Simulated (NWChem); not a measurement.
System: BF2 cation

```xyz
3

F      0.0000     0.0000    -1.2264
B      0.0000     0.0000     0.0000
F      0.0000     0.0000     1.2264
```
Atoms are numbered in this order, from 1.

Program: NWChem. Pople sets run with spherical d functions. Coordinates come from a PBE0-D3(BJ)/def2-TZVP optimisation. Atomic charges in e: unrestrained fits to the electrostatic potential beside Mulliken populations; the two definitions need not agree.

For level Hartree-Fock/6-31G*:

| Quantity | Result |
|---|---|
| Mulliken F1 | -0.08 |
| ESP B2 | 1.22 |
| Mulliken B2 | 1.16 |
| Mulliken F3 | -0.08 |

How do the values read with level B3LYP/def2-SVP instead?

The Mulliken F1 comes out as 0.23 and the ESP B2 is 1.06. The Mulliken B2 comes out as 0.54 and the Mulliken F3 is 0.23.
